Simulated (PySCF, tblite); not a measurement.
Isomers of C8H14OSi, one GFN2-xTB conformer each. Single-point energies are computed at PBE0/pcSseg-1 (PySCF, gas phase, no added dispersion term), electronic only.

Problem. Rank them by PBE0/pcSseg-1 energy, lowest first (kcal/mol).
A. `[CH2:1]=[CH:2][C@@:3]([CH:4]=[O:5])([CH2:6][SiH3:7])[C:8](=[CH2:9])[CH3:10]` with C1–C2–C3–C4 169°, C2–C3–C4–O5 3°, C2–C3–C6–Si7 -56°, C2–C3–C8–C9 -120°
B. `[CH2:1]=[C:2]([CH3:3])/[CH:4]=[CH:5]\[C:6](=[O:7])[CH2:8][CH2:9][SiH3:10]` with C1–C2–C4–C5 164°, C4–C5–C6–O7 -36°, C5–C6–C8–C9 160°, C6–C8–C9–Si10 43°
C. `[CH2:1]=[CH:2][CH2:3][C@@H:4]1[CH2:5][SiH2:6][C:7](=[CH2:8])[CH2:9][O:10]1` with C1–C2–C3–C4 120°, C2–C3–C4–C5 -170°, C3–C4–C5–Si6 -175°, C4–C5–Si6–C7 36°, C5–Si6–C7–C8 145°, Si6–C7–C9–O10 49°

Solution. B (0.0), C (1.1), A (12.9).

As drawn, the highest has a quaternary carbon, which the lowest lacks. Neighbours under 2.5 kcal/mol apart (C=C(C)/C=C\C(=O)CC[SiH3] and C=CC[C@@H]1C[SiH2]C(=C)CO1) can change places with a better method, another conformer or zero-point energy. GFN2-xTB itself gives, in the same order: 0.0, 3.7, 13.1. Both levels put the same isomer lowest; measured from each level's own lowest isomer, the values differ by up to 2.6 kcal/mol (C=CC[C@@H]1C[SiH2]C(=C)CO1: 3.7 against 1.1).

Problem. Which frontier levels, dipoles and rotational constants go with these structures?

Solution. 
| SMILES | HOMO (eV, PBE0/pcSseg-1) | LUMO (eV) | dipole (D) | A, B, C (MHz) |
| --- | --- | --- | --- | --- |
| C=C(C)/C=C\C(=O)CC[SiH3] | -7.20 | -2.14 | 3.78 | 2405, 581.4, 496.7 |
| C=CC[C@@H]1C[SiH2]C(=C)CO1 | -7.23 | -0.30 | 0.92 | 2474, 614.4, 523.5 |
| C=C[C@@](C=O)(C[SiH3])C(=C)C | -7.35 | -0.97 | 2.55 | 1475, 855.1, 791.9 |

Problem. What happens when harmonic zero-point energies from GFN2-xTB frequencies are added?

Solution. 
| SMILES | ZPE (kcal/mol) | electronic (kcal/mol) | with ZPE (kcal/mol) |
| --- | --- | --- | --- |
| C=C(C)/C=C\C(=O)CC[SiH3] | 119.8 | 0.0 | 0.0 |
| C=CC[C@@H]1C[SiH2]C(=C)CO1 | 121.9 | 1.1 | 3.2 |
| C=C[C@@](C=O)(C[SiH3])C(=C)C | 118.2 | 12.9 | 11.3 |

The zero-point energies span 3.7 kcal/mol. The order is unchanged.

Problem. As an exercise, what shares would exp(−E/RT) give at 298.15 K from these electronic energies alone (no entropy, no degeneracies)?

Solution. RT = 0.592 kcal/mol: C=C(C)/C=C\C(=O)CC[SiH3] 85.5 %, C=CC[C@@H]1C[SiH2]C(=C)CO1 14.5 %, C=C[C@@](C=O)(C[SiH3])C(=C)C under 0.1 %.
